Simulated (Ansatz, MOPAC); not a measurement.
Species: Si₂N₂H₇ (charge 0, doublet). SMILES: N[SiH2][N][SiH3]

Atoms: N1, Si2, N3, Si4, H5, H6, H7, H8, H9, H10, H11. Bonds: N1-Si2, N1-H5, N1-H6, Si2-N3, Si2-H7, Si2-H8, N3-Si4, Si4-H9, Si4-H10, Si4-H11.

Bond lengths (Å) and angles (degrees) optimised at PM7 with MOPAC; HF/6-31G* with Ansatz (a quantum-chemistry and plane-wave program); B3LYP/6-31G* with Ansatz, each started from the B3LYP-D3(BJ)/def2-TZVP structure (Ansatz) of the last column. A row stands for all coordinates that are equal there; 10 of 22 kinds are shown. 6-31G* holds six Cartesian d functions.

```csv
coordinate,PM7,HF/6-31G*,B3LYP/6-31G*,B3LYP-D3(BJ)/def2-TZVP
N1-Si2,1.770,1.713,1.726,1.711
N1-H5,1.014,0.998,1.014,1.008
Si2-N3,1.766,1.734,1.731,1.722
Si2-H7,1.459,1.475,1.489,1.483
Si2-H8,1.460,1.474,1.490,1.485
N3-Si4,1.758,1.728,1.724,1.718
Si4-H10,1.459,1.474 to 1.479,1.492,1.486
N1-Si2-N3,112.7,115.8,118.0,117.5
Si2-N3-Si4,144.4,148.2,148.0,139.6
Si2-N1-H5,118.2,121.5,119.6,121.2
```

A range marks coordinates that this level makes unequal.

Mean signed difference of all 10 bond lengths from B3LYP-D3(BJ)/def2-TZVP: PM7 0.003 Å, HF/6-31G* -0.004 Å, B3LYP/6-31G* 0.007 Å.
